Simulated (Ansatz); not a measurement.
`C[Se][InH2]` + HCl → `[Cl][InH2]` + `C[SeH]`  (ligand exchange at the In–Se bond)

Gas-phase electronic energies from Ansatz, PBE0-D4/def2-TZVP geometries. CCSD(T)/CBS is the MP2 limit (def2-TZVPP, def2-QZVPP) plus CCSD(T) − MP2 in def2-TZVPP, frozen cores. This one scheme is used for every species. DFT in def2-TZVPP. B3LYP here is the variant with VWN-RPA as its local correlation; programs differ in this. def2 core potentials past Kr. For In, Se outer-core shells are correlated without core-valence functions, which leaves a few kJ/mol of doubt a bond. Scalar relativity is left out up to krypton.

`C[Se][InH2]`:

```xyz
8

C    -0.736    0.832    1.025
Se    0.100   -0.943    1.079
In    0.943   -1.101   -1.261
H    -0.259    1.458    1.776
H    -0.620    1.285    0.042
H    -1.794    0.720    1.254
H     0.595    0.282   -2.221
H     1.772   -2.535   -1.695
```

HCl:

```xyz
2

Cl    0.490    0.255    0.321
H    -0.490   -0.255   -0.321
```

`[Cl][InH2]`:

Z-matrix (Å, degrees):
```
In
Cl 1 2.343
H 1 1.705 2 112.5
H 1 1.705 2 112.5 3 180.0
```

`C[SeH]`:

Cartesian coordinates in Å:
```
C -0.142 -0.473 -0.233
Se 0.107 1.459 -0.164
H 0.808 -0.986 -0.106
H -0.539 -0.689 -1.224
H -0.860 -0.793 0.519
H 0.626 1.481 1.209
```

CCSD(T)/CBS gives -0.13 eV.

(1) Another level gave -0.23 eV. Which?
A. HF/def2-TZVPP
B. B3LYP/def2-TZVPP
C. PBE-QIDH/def2-TZVPP
D. LDA (SPW92)/def2-TZVPP

(2) What do rigid-rotor, harmonic-oscillator terms from PBE0-D4/def2-TZVP frequencies (298.15 K, 1 bar) make of the CCSD(T)/CBS value? (Best estimate.)

Largest T1 diagnostic among the species: 0.014.

Results:

(1) B. B3LYP -0.23, PBE-QIDH -0.16, LDA (SPW92) -0.07, HF/def2-TZVPP -0.36 eV.

(2) The calculation gave: ΔZPE = +0.02 eV, ΔH = -0.14 eV, ΔS = 7 J/(mol·K), ΔG = -0.16 eV.

The D4 term adds +0.05 eV with B3LYP and +0.03 eV with PBE0; it sums over pairs of atoms, weighted by their polarisabilities, and B3LYP, whose exchange is more repulsive, gets the larger term. In def2-TZVPP, CCSD(T) changes the Hartree–Fock value by +0.22 eV (the triples alone add +0.03 eV) and MP2 by +0.25 eV. From BLYP to BHLYP (50 % exact exchange), in def2-TZVPP and without D4, ΔE moves by −0.05 eV.
